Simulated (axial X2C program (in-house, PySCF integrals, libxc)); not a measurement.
Bond lengths and stretching modes, held linear, of NPbN²⁺

Computed with an in-house all-electron X2C program for linear molecules (integrals from PySCF): two-component X2C with atomic mean-field Coulomb and Gaunt terms, Gaussian nuclei, basis N dyall-av3z, Pb dyall-v3z with contracted cores. Spin-free rows use the one-electron spin-free X2C Hamiltonian.

Masses N 14.003, Pb 207.977, N 14.003 u. States: 2c Ω = 3 (beyond evenly filled blocks: 2 × ω = 3/2); spin-free M_S = 3, Λ = 0 (beyond evenly filled blocks: 2 × σα, 2 × π+α, 2 × π-α).

PBE, spin-free: energies above the lowest point

```csv
r(N–Pb) (Å),r(Pb–N) (Å),E (meV)
2.4979,2.4979,179.99
2.4979,2.5620,133.36
2.4979,2.6260,102.02
2.5620,2.4979,133.36
2.5620,2.5620,88.75
2.5620,2.6260,59.21
2.5620,2.6901,41.54
2.6260,2.4979,102.02
2.6260,2.5620,59.21
2.6260,2.6260,31.25
2.6901,2.5620,41.54
2.6901,2.6901,0.00
```

Problem. Fit a quadratic surface with cubic terms in each bond: where is the minimum, and what are the two stretching wavenumbers?

Solution. At PBE, spin-free: bonds 2.760 and 2.760 Å; harmonic stretches 146.8 and 184.7 cm⁻¹; force constants 0.219, 0.219 and coupling 0.06 mdyn/Å.

The other levels and Hamiltonians give:

```tsv
Hamiltonian	level	r(N–Pb) (Å)	r(Pb–N) (Å)	lower stretch (cm⁻¹)	upper stretch (cm⁻¹)
2c	PBE0	2.738	2.738	155.1	200.1
2c	PBE	2.769	2.769	130.2	176.3
spin-free	PBE0	2.741	2.741	155.0	198.8
```

Each state is one determinant, the lowest of a limited PBE0 search; the stretches come from a fit to these few points and carry an uncertainty of a few per cent. Other orders of the atoms were not compared. Left out for rough or failed fits: HF 2c, MP2 2c, HF spin-free, MP2 spin-free. A multiply charged ion may be only metastable. The molecule was held linear; bending was not examined, so a bent shape may lie lower. Open-shell Ω = 0 determinants with evenly filled partner blocks cannot be reached by this program, so the Ω shown need not be the lowest component. Note: several unpaired electrons, one determinant need not be a pure state.
